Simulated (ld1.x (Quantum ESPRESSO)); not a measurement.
**Fe (Z = 26), TM: configuration errors across variants**

iron, norm-conserving Troullier–Martins (Kleinman–Bylander form), made with ld1.x (Quantum ESPRESSO) 7.5 (LDA (PZ), scalar-relativistic). Core [Ne] 3s2, reference 3p6 3d6 4s1 4p0 (charge +1). Waves: 4s (bound): rc 1.70 bohr; 3p (bound): rc 1.25 bohr; 3d (bound): rc 1.35 bohr. Local part: the d channel. Core correction: none.

All-electron excitation energies from the reference (eV): (1) 3p6 3d6 4s2 4p0 -8.981; (2) 3p6 3d6 4s0 4p0 16.492; (3) 3p6 3d5 4s0 4p0 51.021; (4) 3p6 3d6 4s1 4p1 -4.803; (5) 3p6 3d6 4s0 4p1 5.134; (6) 3p6 3d6.5 4s1.5 4p0 -9.730; (7) 3p6 3d7 4s0 4p0 -2.122; (8) 3p6 3d6 4s1 4p0 spin -4.167; (9) 3p6 3d6 4s2 4p0 spin -12.370.

Spin tests fill each open shell by Hund’s rule, majority spin first.

A true bound ghost makes a file unfit for plane-wave use even where its test errors are small: the radial tests pick states by their node count and pass the ghost by.

Errors AE − PS in meV (a dash: test not solved or not reliable):

```csv
change,(1),(2),(3),(4),(5),(6),(7),(8),(9),bound ghosts
base,+0.9,-6.6,+9.9,-65,-120,+6.4,-53,+778,+784,s
"all radii scaled by about 0.75 (s 1.28, p 0.94, d 1.02 bohr)",+6.3,+18,-21,-4.5,+5.2,+2.9,+12,+879,+858,s
"all radii scaled by about 0.85 (s 1.44, p 1.06, d 1.14 bohr)",+3.9,+2.5,-21,-22,-39,+6.4,-14,+842,+833,s
"all radii scaled by about 0.88 (s 1.50, p 1.10, d 1.18 bohr)",+3.3,-0.2,-11,-27,-50,+7.9,-23,+832,+828,s
"all radii scaled by about 1.04 (s 1.76, p 1.30, d 1.40 bohr)",+0.5,-7.2,+9.4,-88,-160,+4.8,-59,+757,+762,s
"all radii scaled by about 1.11 (s 1.88, p 1.38, d 1.50 bohr)",-0.2,-8.3,+13,-132,-237,+2.1,-72,+721,+727,s
"all radii scaled by about 1.17 (s 2.00, p 1.46, d 1.58 bohr)",-0.3,-8.2,+11,-169,-302,0.0,-78,+696,+700,s
"all radii scaled by about 1.23 (s 2.08, p 1.54, d 1.66 bohr)",-0.2,-7.7,+5.9,-217,-384,-2.5,-81,+669,+670,s
"all radii scaled by about 1.30 (s 2.22, p 1.62, d 1.76 bohr)",+0.1,-6.9,-2.4,-272,-479,-5.1,-81,+641,+638,s
```

(1) Give the same row for: all radii scaled by about 1.36 (s 2.32, p 1.70, d 1.84 bohr).

Results:

(1) +0.5, -6.3, -14, -335, -589, -8.3, -75, +612, +603; bound ghosts: s.
